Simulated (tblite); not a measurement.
Species: C6H12O2Si.
SMILES with atom numbers: `[CH3:1][C:2]([CH:3]=[O:4])([CH:5]=[O:6])[CH2:7][CH2:8][SiH3:9]` (hydrogens: H10, H11, H12 on C1; H13 on C3; H14 on C5; H15, H16 on C7; H17, H18 on C8; H19, H20, H21 on Si9)

Cartesian coordinates in Å at the GFN2-xTB level; atoms count from 1:
```xyz
21
C6H12O2Si angstrom
C     -1.311   -0.774   -1.385
C     -1.133   -0.185    0.011
C     -1.619    1.251    0.070
O     -1.402    2.009    0.971
C     -2.034   -0.897    1.010
O     -2.905   -1.663    0.722
C      0.315   -0.264    0.543
C      1.329    0.394   -0.384
Si     3.073    0.447    0.384
H     -0.819   -1.742   -1.446
H     -2.369   -0.921   -1.592
H     -0.891   -0.117   -2.142
H     -2.232    1.547   -0.802
H     -1.814   -0.625    2.058
H      0.340    0.233    1.515
H      0.581   -1.313    0.690
H      1.002    1.412   -0.607
H      1.362   -0.142   -1.333
H      3.042    1.267    1.594
H      3.994    1.018   -0.599
H      3.483   -0.918    0.721
```

Method: GFN2-xTB as coded in tblite; computed harmonic values from a numerical Hessian at the method's own geometry, unscaled. The method is semi-empirical: single wavenumbers can be off by several per cent or more. Modes of hydrogen on silicon can be 10 to 20 % off. One conformer, not necessarily the lowest.

Harmonic wavenumbers (cm⁻¹): 39.3, 61.4, 76.2, 90.2, 127.5, 134.0, 173.9, 218.0, 254.7, 265.7, 286.4, 359.2, 379.3, 513.1, 536.2, 549.0, 654.7, 737.6, 762.0, 779.7, 786.0, 788.9, 815.2, 849.8, 903.0, 910.4, 954.7, 977.9, 1079.7, 1096.5, 1135.0, 1189.8, 1221.1, 1244.9, 1288.4, 1333.1, 1360.4, 1377.3, 1409.5, 1475.0, 1482.4, 1491.7, 1496.1, 1759.7, 1801.5, 2258.5, 2272.6, 2280.2, 2780.2, 2795.8, 2967.0, 2978.5, 2982.4, 2992.9, 3040.3, 3045.7, 3050.2.

A = 2211, B = 703.6, C = 639.0 MHz; mass 144.061 u (most abundant isotopes); point group C1, symmetry number 1.

Task: What is the zero-point energy?

Result: ½Σν̃ = 35335 cm⁻¹ = 422.70 kJ/mol.

Task: What is S at 350 K and 1 bar for an ideal gas of classical rigid rotors and harmonic oscillators?

Result: Translation 174.18, rotation 128.19, vibration 190.58: S = 492.9 J/(mol K).

Task: And Cp and H(350 K) − H(0)?

Result: Cp = 211.64 J/(mol K), of which vibrations give 178.38 (their classical limit is 57 R = 473.9); H(350 K) − H(0) = 45.10 kJ/mol without the zero-point energy, 33.46 from vibrations.

Task: Which modes carry the vibrational entropy at 350 K?

Result: 39.3 cm⁻¹: 23.48; 61.4 cm⁻¹: 19.78; 76.2 cm⁻¹: 18.00; 90.2 cm⁻¹: 16.61; 127.5 cm⁻¹: 13.78; 134.0 cm⁻¹: 13.38 J/(mol K); the other 51 give 85.55 together.

Task: What must be added to the electronic energy to get the Gibbs energy at 350 K and 1 bar?

Result: ZPE + [H(350 K) − H(0)] − T·S = 422.70 + 45.10 − 172.53 = 295.27 kJ/mol.

Hindered rotation and anharmonicity are outside this model. Other conformers, if any are populated, would add a mixing term that is left out. The structure is chiral; the term R ln 2 for an equal mix with its mirror image is left out.
